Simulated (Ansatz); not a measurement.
A set of 12 reactions (hydrogenolysis), with CCSD(T)/CBS values in kJ/mol:

```tsv
reaction	ΔE
`C[SiH2][GaH2]` + H₂ → `[SiH3][GaH2]` + CH₄	-31.0
`C[Se][SiH2]S` + H₂ → `C[Se][SiH3]` + H₂S	47.4
`O=CB(F)[SiH3]` + H₂ → `O=CB[SiH3]` + H–F	106.8
`NP(O)O` + H₂ → `OPO` + NH₃	12.6
`[NH2][Ge][OH]` + H₂ → `[OH][GeH]` + NH₃	62.0
`N=COC[SeH]` + H₂ → `COC=N` + H₂Se	-81.7
`[Br][Zn][Br]` + H₂ → `[ZnH][Br]` + HBr	127.5
`C[CH2][Ge][NH2]` + H₂ → `C[CH2][GeH]` + NH₃	66.4
`FC(F)OC(F)F` + H₂ → `FCOC(F)F` + H–F	-69.1
`B[NH][GaH][F]` + H₂ → `B[NH][GaH2]` + H–F	75.5
`CO[SiH](Cl)I` + H₂ → `Cl[SiH2]I` + CH₃OH	88.0
`CCN(C)BCl` + H₂ → `BN(C)CC` + HCl	73.4
```

Isolated molecules relaxed with PBE0-D4/def2-TZVP in Ansatz; ΔE leaves out vibrations. CBS: MP2 limit from def2 TZ/QZ plus the TZ coupled-cluster correction, frozen cores. This one scheme is used for every species. Functionals use def2-TZVPP. B3LYP here is the variant with VWN-RPA as its local correlation; programs differ in this. Elements past krypton have def2 core potentials. For Br, Ga, Ge, I, Se, Zn outer-core shells are correlated without core-valence functions, which leaves a few kJ/mol of doubt a bond. Scalar relativity is left out up to krypton. One conformer a species, not always the lowest.

Problem. Give the mean, mean absolute and largest difference (level minus CCSD(T)/CBS, kJ/mol) for: r2SCAN-D4, ωB97X-V, ωB97M-V, B2PLYP, PBE, r2SCAN, PBE0, B3LYP, MP2/def2-TZVPP, CCSD/def2-TZVPP, HF/def2-QZVPP, HF/CBS(def2), MP2/CBS(def2), CCSD/CBS(def2). (Best estimate.)

Solution. Computed: 
```
          level   mean  mean absolute  largest
      r2SCAN-D4    3.9            6.2     21.4
        ωB97X-V   -0.5            5.4     15.5
        ωB97M-V    0.1            4.6     14.5
         B2PLYP   -2.4            5.5    -13.3
            PBE   -4.2            6.9    -21.8
         r2SCAN    2.7            5.6     21.0
           PBE0   -6.2            7.9    -15.8
          B3LYP   -6.9            9.9    -18.5
 MP2/def2-TZVPP    4.1            5.4      8.7
CCSD/def2-TZVPP   -5.8            7.3    -15.7
  HF/def2-QZVPP  -12.2           17.4    -30.5
   HF/CBS(def2)  -12.2           17.5    -30.5
  MP2/CBS(def2)    6.3            7.3     11.2
 CCSD/CBS(def2)   -3.6            4.0     -6.8
```

The largest T1 diagnostic in the set is 0.021, for `O=CB[SiH3]` (customary mark 0.02).

CCSD(T)/CBS is a level of theory with its own doubt, and the functionals carry their triple-zeta basis error, so these figures describe this set and don't rank the functionals.
